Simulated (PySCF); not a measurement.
C2H3ClFNSi, SMILES C#C[Si@@](N)(F)Cl.

The structure is a stationary point at B3LYP-D3(BJ)/def2-SVP. The structure was generated by enumeration; whether it is a known compound was not checked. One conformer was computed; it need not be the lowest.

Computed with r2SCAN/def2-TZVP in PySCF.

Isolated molecule, no solvent.

The total energy is -982.36168 hartree. The highest occupied level comes out as -7.08 eV and the lowest empty level is -1.34 eV. The orbital gap comes out as 5.74 eV and the dipole moment is 2.73 D. The quadrupole, principal values (traceless, Buckingham form, about the centre of nuclear charge) comes out as -12.52, 0.63, 11.89 D·Å. The mean static polarisability is 61.4 bohr³ (9.10 Å³) and the polarisability, principal values comes out as 47.1, 57.1, 80.1 bohr³.
